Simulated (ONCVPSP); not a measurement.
# Potentials for Fe compared

Generated with ld1.x 7.5 (TM, RRKJ, ultrasoft, PAW), atompaw 4.2 or ONCVPSP 4.0.1. The cutoff is in Ry: for ld1.x and atompaw files where the sum of valence levels is converged to 10 mRy in a Bessel basis, for ONCV files where the hardest occupied wave has 1 mHa per electron of residual kinetic energy. The error is the largest all-electron minus pseudo excitation energy over each file’s own four to seven test configurations (ionisations up to +4, promotions, holes and added fractions of an electron), all of which were solved. The labels leave out finer settings (local radius, basis sizes, second energies), which also bear on the numbers. Spin-polarised tests are not counted. The rows are a selection from randomly drawn settings: files with unsolved tests, undetermined cutoffs or missed reference levels are left out.

A true bound ghost makes a file unfit for plane-wave use even where its test errors are small: the radial tests pick states by their node count and pass the ghost by.

| potential | cutoff (Ry) | largest error (meV) | bound ghosts |
| --- | --- | --- | --- |
| ONCV, Wu-Cohen, scalar-relativistic, rc 2.65/1.15/1.15 (spd), local smoothed, core correction yes, reference 3p6 3d6 4s2, qcut 2/11.8/14, projectors 2/2/1 | 146 | -132 | none |
| ONCV, LDA (Perdew-Zunger), scalar-relativistic, rc 1.40/1.80/1.70 (spd), local smoothed, core correction yes, reference 3s2 3p6 3d6 4s1.5 4p0.5, qcut 8.9/8.7/8.7, projectors 2/2/1 | 62 | +6.1 | none |
| ONCV, PBE, scalar-relativistic, rc 1.10/0.80/1.00 (spd), local smoothed, core correction yes, reference 3s2 3p6 3d6 4s2, qcut 12.7/8.7/18.2, projectors 2/2/2 | 211 | -2.8 | none |
| ONCV, LDA (Perdew-Wang 92), scalar-relativistic, rc 1.35/1.00/1.90 (spd), local smoothed, core correction yes, reference 3s2 3p6 3d6 4s2, qcut 10.3/17.5/7.2, projectors 2/2/2 | 137 | -675 | none |
| ONCV, PBE, scalar-relativistic, rc 1.45/1.00/1.55/1.00 (spdf), local f, core correction no, reference 3s2 3p6 3d6 4s2, qcut 8.2/11.7/10.4/10.2, projectors 2/3/2/0 | 84 | -346 | none |
| ONCV, PBE, fully relativistic, rc 1.15/0.85/1.05 (spd), local smoothed, core correction yes, reference 3s2 3p6 3d6 4s1, qcut 8.8/11.8/16.4, projectors 2/2/2 | 183 | +2.5 | none |

(1) Fill in the row for Fe: ONCV, PBE, scalar-relativistic, rc 2.50/2.60/1.15 (spd), local smoothed, core correction yes, reference 3d6 4s2, qcut 2.5/2.5/11.7, projectors 1/1/3.

(2) Fill in the row for Fe: ONCV, LDA (Perdew-Wang 92), fully relativistic, rc 2.40/2.55/0.95 (spd), local smoothed, core correction no, reference 3d7 4s1, qcut 3.1/3.7/11.5, projectors 3/2/3.

(3) Fill in the row for Fe: ONCV, LDA (Perdew-Zunger), scalar-relativistic, rc 1.10/0.85/0.85 (spd), local d, core correction yes, reference 3s2 3p6 3d6, qcut 12.3/10.6/17.7, projectors 2/3/0.

## Answers

(1) cutoff 120 Ry, largest error -216 meV, bound ghosts: s, p.

(2) cutoff 281 Ry, largest error -473 meV, bound ghosts: s, p3/2.

(3) cutoff 233 Ry, largest error +3.1 meV, bound ghosts: none.
